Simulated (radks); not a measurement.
Results of a calculation; reference values are marked as such.
Question: Neutral praseodymium: order these configurations by energy. Level of theory: scalar-relativistic Kohn-Sham, PBE, spin-polarised, spherical densities, finite nucleus; Fermi nuclear charge, rms radius of each element as measured or else 0.836 A^(1/3) + 0.57 fm (a radial shooting solver on a logarithmic mesh with Libxc functionals). Open shells are filled with parallel spins first. [Xe] 4f2 5d1 6s2; [Xe] 4f2 6s2 6p1; [Xe] 4f3 5d1 6s1; [Xe] 4f3 6s1 6p1; [Xe] 4f3 6s2.

Answer: From the lowest, in eV above it: [Xe] 4f3 6s2 0.000; [Xe] 4f3 5d1 6s1 0.905; [Xe] 4f2 5d1 6s2 1.544; [Xe] 4f3 6s1 6p1 1.697; [Xe] 4f2 6s2 6p1 3.885.
